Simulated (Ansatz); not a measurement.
Basis-set extrapolation for `[CH3][Al]([F])[CH2]N` (PBE0-D4/def2-TZVP geometry, frozen core, Ansatz 0.2.0). Multiplicity 1, RHF reference.

```json
{"": "HF", "def2-TZVPP": "-475.797325", "def2-QZVPP": "-475.816131"}
{"": "MP2 correlation", "def2-TZVPP": "-0.898024", "def2-QZVPP": "-0.966548"}
{"": "CCSD(T) correlation", "def2-TZVPP": "-0.968563", "def2-QZVPP": "not run"}
```

Energies in hartree. Use E(X) = E(∞) + A·exp(−7.88·√X) for Hartree–Fock and E(X) = E(∞) + B·X^(−2.97) for correlation, with X = 3 and 4, and add CCSD(T) minus MP2 of the smaller set to the MP2 limit.

What is the CCSD(T) energy at the basis-set limit?

HF limit: -475.816131 + (-0.018806) × 0.13774 = -475.81872. MP2 limit: -0.966548 + (-0.068524) × 0.74074 = -1.01731. Higher-order term: -0.968563 − (-0.898024) = -0.07054. Total: -476.90657 hartree, 369.4 kJ/mol below CCSD(T)/def2-TZVPP.
